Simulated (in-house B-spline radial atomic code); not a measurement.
Neutral bromine: [Ar] 3d10 4s2 4p5

Method: Dirac-Kohn-Sham RPBE, spherical fractional occupations, Fermi nucleus of rms radius 4.1629 fm. Calculated with an all-electron radial atomic-structure program (B-spline basis).

Effective charges: Z_r = [3n² - l(l+1)]/(2<r>) from the radius, Z_e = n√(-2ε) from the energy, and Slater's rules. Values are occupation-weighted means over j. An effective charge above Z reflects the relativistic contraction of the inner shells.

| shell | electrons | ε (eV) | <r> (bohr) | Z_r | Z_e | Slater |
| --- | --- | --- | --- | --- | --- | --- |
| 1s | 2 | -13314 | 0.04274 | 35.10 | 31.28 | 34.70 |
| 2s | 2 | -1732.4 | 0.1892 | 31.71 | 22.57 | 30.85 |
| 2p | 6 | -1528.1 | 0.1653 | 30.24 | 21.20 | 30.85 |
| 3s | 2 | -238.09 | 0.5511 | 24.50 | 12.55 | 23.75 |
| 3p | 6 | -173.51 | 0.5638 | 22.17 | 10.71 | 23.75 |
| 3d | 10 | -66.631 | 0.5903 | 17.79 | 6.64 | 13.85 |
| 4s | 2 | -20.075 | 1.677 | 14.31 | 4.86 | 7.60 |
| 4p | 5 | -7.8335 | 2.107 | 10.92 | 3.04 | 7.60 |

The least bound orbital is 4p3/2 at -7.67 eV, and it is also the most diffuse (<r> = 2.123 bohr).

Spin-orbit splittings of the orbital energies (j = l + 1/2 above j = l - 1/2 when positive): 2p 47.49 eV, 3p 6.83 eV, 3d 1.085 eV, 4p 0.4918 eV.

For the 1s electron the small component carries 1.61 % of the norm, the zero-frequency Breit interaction raises the level by 21.58 eV, self-energy by 11.39 eV, and vacuum polarisation lowers it by 1.163 eV.
